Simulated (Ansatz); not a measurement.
Input for Ansatz (a quantum-chemistry and plane-wave program): R-B2PLYP/def2-TZVPPD on AlH3O2 (SMILES [OH][AlH][OH]). Files ending in .json are basis or fitting sets from the Basis Set Exchange.

Ansatz 0.2 input:
```yaml
crystal:
  periodic: [false, false, false]
  atoms:
    - {symbol: O, position_ang: [-0.05097669, 0.60305149, 1.52220146]}
    - {symbol: Al, position_ang: [-0.03541383, -0.51320347, 0.25434337]}
    - {symbol: O, position_ang: [-0.06332002, 0.06476394, -1.34271926]}
    - {symbol: H, position_ang: [-0.03828870, 0.38351562, 2.46482395]}
    - {symbol: H, position_ang: [0.00454232, -2.06806110, 0.44491895]}
    - {symbol: H, position_ang: [-0.08781318, 0.99953014, -1.55344318]}
basis:
  gaussian:
    orbitals: def2-TZVPPD.json
hamiltonian:
  xc: {name: B2PLYP}
magnetization: {spin_polarized: false}
correlation: {electrons: outside_noble_gas}
scf: {lower_state_search: off}
```

Output:

```
WARN ansatz: RAYON_NUM_THREADS=1 ignored (pool sized by the plan → 1); use --threads N
Functional definition: B2PLYP
these checks for a lower state are left out or cut short: stability, starts, cluster_reference, orbital_swaps, neighbouring_geometries, increment
integrals: 0.24 GiB planned
1037 factors; integrals over basis functions are off by at most 1.6e-3 eV
mean field: 0.71 GiB planned
mean field evaluation 1: about -10726.5048 eV, gradient 7.0e1 eV
mean field evaluation 2: about -10726.5045 eV, gradient 7.0e1 eV
mean field evaluation 4: about -10734.3388 eV, gradient 3.4e0 eV
mean field evaluation 8: about -10734.3638 eV, gradient 2.9e-1 eV
mean field evaluation 16: about -10734.3640 eV, gradient 1.8e-5 eV
mean field -10734.36396760 eV, -394.4805997960 hartree, gradient 4.1e-6 eV, S^2 0.000000; 0 other end points of the search recorded, 0 dependent functions left out
7 core orbitals not correlated
reference -10734.36413052 eV, -394.4806057834 hartree; 9, 9 occupied and 163, 163 virtual orbitals, 1037 factors
second order -18.72108926 eV of doubles, -0.00000000 eV of singles
Total energy: -10739.41882462 eV, -394.6663623654 hartree
Checks for a lower state left out: stability, starts, cluster_reference, orbital_swaps, neighbouring_geometries, increment
```

The run converged.

Cost: around 5 core-seconds (rough).
